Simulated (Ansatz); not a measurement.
Cartesian coordinates (Å):
```xyz
3

C      1.0896     0.0897     0.0000
N     -0.0365    -0.0030     0.0000
H     -1.0531    -0.0867     0.0000
```
Charge +1, spin multiplicity 2.

All values below come from frozen-core CCSD(T)/cc-pVTZ // PBE0-D4/def2-TZVP (Ansatz, an electronic-structure program).

| Quantity | Result |
|---|---|
| HF energy | -92.49978 Ha |
| MP2 correlation energy | -0.27383 Ha |

**Question.** Estimate the CCSD correlation energy, the (T) correction, the total energy and the T1 diagnostic.

**Answer.** 
| Property | Value |
|---|---|
| CCSD correlation energy | -0.29911 Ha |
| (T) correction | -0.01450 Ha |
| CCSD(T) total energy | -92.81340 Ha |
| T1 diagnostic | 0.052 |
